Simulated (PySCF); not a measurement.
Compound: C5H7FO2Si.
Atom-mapped SMILES: `[O:1]=[C:2]1[CH2:3][C:4]([SiH2:5][F:6])=[CH:7][CH2:8][O:9]1`

Cartesian coordinates in Å at the GFN2-xTB level; atoms count from 1:
```xyz
16
C5H7FO2Si angstrom
O     -1.1380   -2.7277   -0.6552
C     -1.0931   -1.5800   -0.3098
C     -0.0330   -1.0209    0.6248
C      0.4830    0.2801    0.0757
Si     2.3389    0.5964    0.0451
F      2.8621    0.2529    1.5300
C     -0.4469    1.1133   -0.3853
C     -1.8743    0.6638   -0.3548
O     -1.9944   -0.6982   -0.7549
H     -0.5142   -0.8409    1.5928
H      0.7497   -1.7649    0.7647
H      2.6287    2.0049   -0.1642
H      3.0346   -0.3427   -0.8200
H     -0.2214    2.0753   -0.8130
H     -2.5032    1.2249   -1.0479
H     -2.2861    0.7726    0.6605
```

Probes without a nucleus sit at each ring's centroid and 1 Å off its mean plane on both sides; NICS is minus the shielding there, NICSzz its component along the normal. Level: GIAO PBE0/pcSseg-1 (PySCF, non-relativistic, gas phase) on the GFN2-xTB geometry, one conformer.

Ring bond lengths (Å), with Mayer bond orders in brackets: C2–C3 1.520 (0.99), C3–C4 1.503 (1.02), C4–C7 1.331 (1.85), C7–C8 1.497 (1.04), C8–O9 1.425 (0.87), O9–C2 1.337 (1.07).

Give the NICS values of each ring in ppm.

| ring | type | NICS(0) | NICS(1), two faces | NICS(1)zz, two faces | rms pucker (Å) | centre to ring atoms, mean (Å) |
| --- | --- | --- | --- | --- | --- | --- |
| C2–C3–C4–C7–C8–O9 | 6-membered ring with O; formal bonds 1 double, 5 single | -1.2 | -1.7 / -4.5 | 0.5 / -4.0 | 0.24 | 1.40 |

What can be read from them?

- C2–C3–C4–C7–C8–O9: mean NICS(1)zz -1.8 ppm, near zero. C3, C8 have four or more neighbours; no verdict on aromaticity is drawn. The two faces differ by 4.5 ppm, so no symmetry operation interchanges them.

What is the mean of the two in-plane components of NICS at the second NICS(1) probe listed for ring C2–C3–C4–C7–C8–O9, 1 Å off the ring?

The isotropic value is a third of the trace: (3 × -4.5 − (-4.0))/2 = -4.8 ppm.

List the ring angles and the Hirshfeld charges of the ring atoms.

- C2–C3–C4–C7–C8–O9: C2 115.6° (+0.204 e), C3 109.5° (-0.078 e), C4 115.4° (-0.094 e), C7 118.1° (-0.047 e), C8 111.2° (+0.015 e), O9 118.7° (-0.104 e); sum 688.5° against 720° for a flat convex ring.

What are the shieldings of the ring atoms and their hydrogens in the same run (means over atoms taken as equivalent)?

```csv
atoms,environment,σ isotropic (ppm),"principal values of the symmetric part, first atom (ppm)"
C2,ester carbonyl carbon,14.6,"-84.0, 57.5, 70.4"
C3,sp3 carbon next to a carbonyl,147.5,"136.1, 139.8, 166.6"
C4,fully substituted alkene carbon,38.6,"-75.1, 22.6, 168.2"
C7,alkene CH carbon,39.6,"-81.2, 44.1, 155.8"
C8,sp3 carbon bound to oxygen,118.2,"96.0, 104.4, 154.1"
O9,ester single-bonded oxygen,135.4,"-84.4, 209.1, 281.6"
H10 (×2),methylene hydrogen,28.50,"26.3, 26.5, 33.7"
H14,vinylic hydrogen,24.97,"23.4, 23.9, 27.6"
H15 (×2),methylene hydrogen,26.75,"22.3, 26.2, 31.9"
```

On Arm Neoverse N1, one thread, no GPU, shared host, this took 62 s of wall time and 0.90 GiB of memory at its peak. This is the whole shielding run at PBE0/pcSseg-1, SCF included.
